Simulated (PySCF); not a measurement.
**I (iodine, neutral) across methods**

[Kr] 4d10 5s1 5p5 5d1, one real determinant (an excited configuration). Calculation: PySCF 2.14, in aug-cc-pVTZ-DK3 (8s7p5d2f, 68 functions); scalar relativity by spin-free X2C-1e.

| method | E (hartree) | mean ε 5p α (eV) | mean ε 5p β (eV) | mean ε 5d α (eV) | Σ⟨r²⟩ (bohr²) | ⟨S²⟩ |
| --- | --- | --- | --- | --- | --- | --- |
| B3LYP | -7114.68 | -11.220 | -9.466 | -0.173 | 71.77 | 3.753 |
| PBE | -7114.18 | -10.211 | -8.702 | 0.202 | 71.58 | 3.752 |
| LDA | -7108.05 | -10.333 | -8.940 | 0.245 | 71.54 | 3.752 |
| M06-L | -7114.45 | -10.342 | -8.492 | 0.232 | 71.96 | 3.756 |
| PBE0 | -7114.25 | -11.621 | -9.527 | -0.375 | 71.44 | 3.753 |
| r2SCAN | -7114.60 | -10.747 | -8.848 | 0.158 | 71.60 | 3.755 |
| r2SCANh | -7114.59 | -11.245 | -9.159 | -0.061 | 71.57 | 3.755 |
| TPSSh | -7114.30 | -10.906 | -9.052 | -0.007 | 71.50 | 3.753 |

Problem. Estimate the same row for UHF.

Solution. E (hartree) = -7111.64375; mean ε 5p α (eV) = -15.111; mean ε 5p β (eV) = -10.780; mean ε 5d α (eV) = -1.696; Σ⟨r²⟩ (bohr²) = 72.49; ⟨S²⟩ = 3.763.

⟨L²⟩ = 7.96 against 12 for a pure F term, so this real determinant mixes terms. The outer electron is Rydberg-like, and this basis confines it to a smaller radius and binds it less than a complete one would.

The highest occupied level is positive at PBE, LDA, M06-L, r2SCAN: only the finite basis holds that electron, which in a density functional comes from self-interaction.
